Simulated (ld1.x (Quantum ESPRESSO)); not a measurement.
## What one change does to a pseudopotential (rhodium (Rh), PAW)

- Element: Rh (Z = 45)
- Generator: ld1.x (Quantum ESPRESSO) 7.5
- Type: PAW
- Functional: PBE
- Relativity: scalar-relativistic
- Frozen core: [Ar] 3d10 4s2
- Valence charge: 15
- Reference configuration: 4p6 4d8 5s1 5p0
- Partial waves: 5s (bound): rcut 2.75, rcutus 3.10 bohr; 5s channel at 1.8 Ry: rcut 2.75, rcutus 3.10 bohr; 4p (bound): rcut 1.70, rcutus 2.25 bohr; 5p (bound, empty): rcut 1.70, rcutus 2.25 bohr; 4d (bound): rcut 1.20, rcutus 1.35 bohr; 4d channel at 1.8 Ry: rcut 1.20, rcutus 1.35 bohr
- Local potential: all-electron potential smoothed inside 2.30 bohr (lloc = -1)
- Core correction: Bessel-smoothed model core inside 1.15 bohr
- Augmentation charge: BG, radius 1.35 bohr

Change: local potential all-electron potential smoothed inside 1.95 bohr (lloc = -1).

Cutoffs: the cutoffs (Ry, on a coarse ladder) from which the occupation-weighted sum of valence levels, in a spherical-Bessel basis at the reference potential, stays within 10 and 1 mRy of its value at 400 Ry; they do not see the model core or the augmentation charge, which bear on the density cutoff. Errors are all-electron minus pseudo energies relative to the spin-unpolarised reference configuration.

How do hardness, ghosts and transferability respond?

The potential gets neither clearly harder nor softer (55 Ry and 100 Ry → 55 Ry and 100 Ry); a bound ghost appears in s, which as a rule spoils a file; the number of tests that count goes from 7 to 6; of the 6 tests that both files solve, the error grows in 5 and shrinks in 1 by more than 15 % and 0.3 meV (median size 25.4 → 46.2 meV); the range in which the s phases agree widens (upper end 2.2 → at the end of the scan). A state that the projectors do not describe sees the local part alone, so a deeper or shallower local part can create or remove a ghost.

```tsv
quantity	base	changed
cutoff, loose	55 Ry	55 Ry
cutoff, tight	100 Ry	100 Ry
bound ghosts	none	s
tests counted (converged, no solver errors)	7 of 7	6 of 7
error for 4p6 4d8 5s0 5p0, meV [ΔE 7.46 eV]	+25	+42
error for 4p6 4d7 5s0 5p0, meV [ΔE 26.97 eV]	+20	+54
error for 4p6 4d6 5s0 5p0, meV [ΔE 59.48 eV]	-29	+47
error for 4p6 4d8.5 5s0.5 5p0, meV [ΔE -0.63 eV]	+7.4	-20
error for 4p6 4d8 5s0 5p1, meV [ΔE 3.60 eV]	+25	+46
error for 4p5 4d8 5s1 5p0, meV [ΔE 56.63 eV]	+1327	-263
s: phases at 3.36 bohr within 0.05 rad from the reference energy up to (Ry; the scan ends near 5)	2.2	to the end of the scan
p: phases at 3.36 bohr within 0.05 rad from the reference energy up to (Ry; the scan ends near 5)	n/a	n/a
d: phases at 3.36 bohr within 0.05 rad from the reference energy up to (Ry; the scan ends near 5)	to the end of the scan	to the end of the scan
lowest overlap eigenvalue by channel	s 0.60, p 0.81, d 0.98	s 0.43, p 0.73, d 0.97
```

Base: These tests converged, but a pseudo level misses the all-electron one widely, so the file describes the atom poorly there or has found another state: 4p5 4d8 5s1 5p0: 4p by 7.1 eV (a node warning on the way). ld1.x warns that Blöchl-style (BG) augmentation functions are not a good idea. Changed file: Tests not counted: 4p6 4d7 5s1 5p1 (solver errors, printed error -1.5 eV). ld1.x warns that Blöchl-style (BG) augmentation functions are not a good idea. A true bound ghost makes a file unfit for plane-wave use even where its test errors are small: the radial tests pick states by their node count and pass the ghost by. Where a test does run into it, the solver fails or the error is huge.
